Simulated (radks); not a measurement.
Values are calculated unless marked as measured or tabulated.
The mean radii <r> (bohr) of the occupied orbitals of an atom or ion are listed with their occupations. Code: a radial shooting solver on a logarithmic mesh with Libxc functionals. Model: scalar-relativistic Kohn-Sham, PBE, spin-polarised, spherical densities, finite nucleus; Fermi nuclear charge, rms radius of each element as measured or else 0.836 A^(1/3) + 0.57 fm.

orbital  occ.      <r>
1s          2  0.03705
2s          2   0.1599
2p          6   0.1389
3s          2   0.3913

Name the element and its charge. Open shells, if any, are filled with parallel spins first.

Answer. Z = 40, zirconium, charge +28: Zr28+ in [Ne] 3s2. The 1s radius gives Z: for a bare nucleus <r> = (2 gamma + 1)/(2Z) with gamma = sqrt(1 - (Z/c)^2), 0.03641 bohr for Z = 40, and screening makes it slightly larger (0.03705 here). The occupations add up to 12, and the charge is Z minus that.
